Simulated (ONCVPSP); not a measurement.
Before and after: ONCV potential for Os (Z = 76)

Os (Z = 76), optimised norm-conserving Vanderbilt (ONCV), made with ONCVPSP 4.0.1 (PBE, scalar-relativistic). Core [Xe], reference 4f14 5d6 6s1.5 (charge +0.5). Waves: 6s: rc 2.20 bohr, ncon 3, nbas 6, qcut 2.7 1/bohr, 1 projector; p scattering state at 0.08 Ha: rc 2.55 bohr, ncon 4, nbas 9, qcut 3 1/bohr, 2 projectors, debl 0.5 Ha; 5d: rc 2.50 bohr, ncon 3, nbas 8, qcut 5.7 1/bohr, 2 projectors, debl 3 Ha; 4f: rc 0.75 bohr, ncon 4, nbas 8, qcut 20.9 1/bohr, 2 projectors, debl 3.3 Ha. Local part: polynomial inside 0.70 bohr (lpopt 5, dvloc0 -1 Ha). Core correction: Teter function, fcfact 4.25, rcfact 1.05.

In the p channel the program set the typed energies aside and used 0.050, 0.550 Ha.

All-electron outer shells of the reference configuration (PBE, scalar-relativistic, ld1.x):

```json
{"shell": "4f", "level (eV)": "-55.85", "outermost node (bohr)": "–", "outermost maximum (bohr)": "0.40"}
{"shell": "5p", "level (eV)": "-54.73", "outermost node (bohr)": "0.55", "outermost maximum (bohr)": "1.03"}
{"shell": "5d", "level (eV)": "-10.07", "outermost node (bohr)": "0.60", "outermost maximum (bohr)": "1.36"}
{"shell": "6s", "level (eV)": "-9.55", "outermost node (bohr)": "1.20", "outermost maximum (bohr)": "2.45"}
```

Change: s: qcut 2; p: qcut 2.2; d: qcut 4.2; f: qcut 15.4.

Cutoffs: the cutoffs (Ha) at which the residual kinetic energy of the hardest occupied pseudo-wave falls to 1 and 0.1 mHa per electron; they do not see the model core or the augmentation charge, which bear on the density cutoff. Errors are all-electron minus pseudo energies relative to the spin-unpolarised reference configuration.

Task: What does the change do?

Result: The potential gets harder (207 Ha and 396 Ha → 513 Ha and 777 Ha); both files keep a bound ghost (p, s); of the 3 tests that both files solve, the error grows in 2 and shrinks in 1 by more than 15 % and 0.3 meV (median size 2.8 → 3.4 meV); the range in which the d phases agree narrows (upper end 5.0 → 0.8).

| quantity | base | changed |
| --- | --- | --- |
| cutoff, loose | 207 Ha | 513 Ha |
| cutoff, tight | 396 Ha | 777 Ha |
| loose cutoff by channel | s 4.2 Ha, d 12 Ha, f 207 Ha | s 14 Ha, d 12 Ha, f 513 Ha |
| bound ghosts | s, p | s, p |
| GHOST(+) flags under 300 eV | p at 4.1 eV, d at 86.2 eV | p at 6.7 eV, d at 81.1 eV |
| tests with a reliable result | 3 of 4 | 3 of 4 |
| error for 4f14 5d6 6s2, meV [ΔE -3.91 eV] | +2.8 | +3.4 |
| error for 4f14 5d6 6s1, meV [ΔE 5.66 eV] | +0.2 | +0.9 |
| error for 4f14 5d6 6s0, meV [ΔE 22.58 eV] | +26 | +16 |
| s: phases at 2.23 bohr within 0.05 rad from the reference energy up to (Ha; the scan ends near 5) | 0.8 | 0.7 |
| p: phases at 2.60 bohr within 0.05 rad from the reference energy up to (Ha; the scan ends near 5) | 3.0 | 2.9 |
| d: phases at 2.53 bohr within 0.05 rad from the reference energy up to (Ha; the scan ends near 5) | 5.0 | 0.8 |
| f: phases at 0.76 bohr within 0.05 rad from the reference energy up to (Ha; the scan ends near 5) | to the end of the scan | to the end of the scan |
| rms error of d²Exc/dni dnj with the model core, mHa | 8.85 | 8.73 |

 A true bound ghost makes a file unfit for plane-wave use even where its test errors are small: the radial tests pick states by their node count and pass the ghost by.
